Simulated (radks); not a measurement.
Values are calculated unless marked as measured or tabulated.
Lu+, 70 electrons, occupied as [Xe] 4f14 6s2 (the NIST ground configuration). Level of theory: scalar-relativistic Kohn-Sham, r2SCAN, spin-polarised, spherical densities, finite nucleus; meta-GGA in the generalised Kohn-Sham scheme; Fermi nuclear charge, rms radius 5.37 fm (a radial shooting solver on a logarithmic mesh with Libxc functionals).

Normalised radial functions P(r) = r R(r), r in bohr:

r,5p,4f,6s
0.003801,0.0128,0.0000,0.0440
0.004425,0.0164,0.0000,0.0474
0.005151,0.0211,0.0000,0.0506
0.005997,0.0269,0.0000,0.0532
0.006981,0.0342,0.0000,0.0551
0.008127,0.0433,0.0000,0.0559
0.009461,0.0545,0.0000,0.0552
0.01101,0.0681,0.0001,0.0527
0.01282,0.0843,0.0002,0.0477
0.01493,0.1032,0.0003,0.0400
0.01738,0.1246,0.0005,0.0291
0.02023,0.1482,0.0008,0.0150
0.02355,0.1727,0.0014,-0.0022
0.02764,0.1976,0.0024,-0.0229
0.03217,0.2174,0.0041,-0.0436
0.03746,0.2299,0.0068,-0.0632
0.04361,0.2302,0.0112,-0.0789
0.05076,0.2135,0.0183,-0.0872
0.0591,0.1749,0.0294,-0.0847
0.0688,0.1118,0.0465,-0.0687
0.08009,0.0250,0.0720,-0.0384
0.09324,-0.0790,0.1092,0.0041
0.1085,-0.1867,0.1617,0.0524
0.1264,-0.2777,0.2330,0.0963
0.1471,-0.3273,0.3260,0.1231
0.1713,-0.3127,0.4413,0.1209
0.1994,-0.2209,0.5765,0.0835
0.2321,-0.0577,0.7249,0.0146
0.2702,0.1475,0.8756,-0.0702
0.3171,0.3535,1.0198,-0.1485
0.3691,0.4775,1.1266,-0.1834
0.4297,0.4814,1.1873,-0.1602
0.5003,0.3461,1.1924,-0.0776
0.5824,0.0917,1.1428,0.0450
0.678,-0.2290,1.0486,0.1731
0.7893,-0.5489,0.9239,0.2687
0.9189,-0.8051,0.7835,0.3008
1.07,-0.9534,0.6408,0.2544
1.245,-0.9791,0.5056,0.1341
1.45,-0.8958,0.3843,-0.0381
1.688,-0.7380,0.2806,-0.2297
1.965,-0.5492,0.1963,-0.4078
2.287,-0.3684,0.1309,-0.5465
2.663,-0.2218,0.0828,-0.6251
3.1,-0.1209,0.0498,-0.6306
3.638,-0.0567,0.0276,-0.5636
4.235,-0.0238,0.0144,-0.4510
4.93,-0.0085,0.0068,-0.3195
5.74,-0.0025,0.0028,-0.1979
6.682,-0.0006,0.0010,-0.1058
7.779,-0.0001,0.0003,-0.0480
9.056,0.0000,0.0001,-0.0182
10.54,0.0000,0.0000,-0.0057

5p: eigenvalue -41.544 eV, 3 radial nodes at r = 0.0832, 0.243, 0.609 bohr, <r> = 1.38 bohr, 90 % of the charge inside 2.03 bohr. 4f: eigenvalue -18.671 eV, 0 radial nodes, <r> = 0.719 bohr, 90 % of the charge inside 1.24 bohr. 6s: eigenvalue -11.127 eV, 5 radial nodes at r = 0.0231, 0.0920, 0.238, 0.553, 1.41 bohr, <r> = 3.30 bohr, 90 % of the charge inside 4.78 bohr.
